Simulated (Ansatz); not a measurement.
`NC#[C][GeH3]` at its PBE0-D4/def2-TZVP geometry, where that method's forces vanish. Total charge 0; spin multiplicity 1.

```json
{"atom": "N1", "x (Å)": "-0.610", "y (Å)": "-2.384", "z (Å)": "0.272"}
{"atom": "C2", "x (Å)": "-0.278", "y (Å)": "-1.095", "z (Å)": "0.127"}
{"atom": "C3", "x (Å)": "0.062", "y (Å)": "0.056", "z (Å)": "-0.037"}
{"atom": "Ge4", "x (Å)": "0.590", "y (Å)": "1.844", "z (Å)": "-0.303"}
{"atom": "H5", "x (Å)": "-0.446", "y (Å)": "-2.777", "z (Å)": "1.186"}
{"atom": "H6", "x (Å)": "-1.503", "y (Å)": "-2.651", "z (Å)": "-0.115"}
{"atom": "H7", "x (Å)": "0.621", "y (Å)": "2.580", "z (Å)": "1.046"}
{"atom": "H8", "x (Å)": "1.987", "y (Å)": "1.902", "z (Å)": "-0.940"}
{"atom": "H9", "x (Å)": "-0.423", "y (Å)": "2.526", "z (Å)": "-1.235"}
```

(1) For each bond, give half the difference of the two atoms' forces along it (eV/Å; positive pushes the atoms apart) under PBE-D4, r2SCAN-D4, B3LYP-D4, ωB97M-V in def2-TZVPP. (Best estimate.)

Answers

(1) Computed: 
| bond | length (Å) | PBE-D4 | r2SCAN-D4 | B3LYP-D4 | ωB97M-V |
| --- | --- | --- | --- | --- | --- |
| N1–C2 | 1.339 | -0.40 | -0.17 | 0.23 | 0.63 |
| N1–H5 | 1.009 | 0.22 | 0.02 | -0.03 | -0.15 |
| N1–H6 | 1.009 | 0.22 | 0.02 | -0.03 | -0.15 |
| C2–C3 | 1.211 | 0.94 | 0.44 | -0.22 | -0.60 |
| C3–Ge4 | 1.883 | -0.54 | -0.27 | 0.16 | 0.37 |
| Ge4–H7 | 1.537 | 0.08 | -0.03 | -0.02 | -0.11 |
| Ge4–H8 | 1.537 | 0.09 | -0.02 | -0.02 | -0.11 |
| Ge4–H9 | 1.536 | 0.08 | -0.03 | -0.02 | -0.11 |

B3LYP here is the variant with VWN-RPA as its local correlation; programs differ in this.
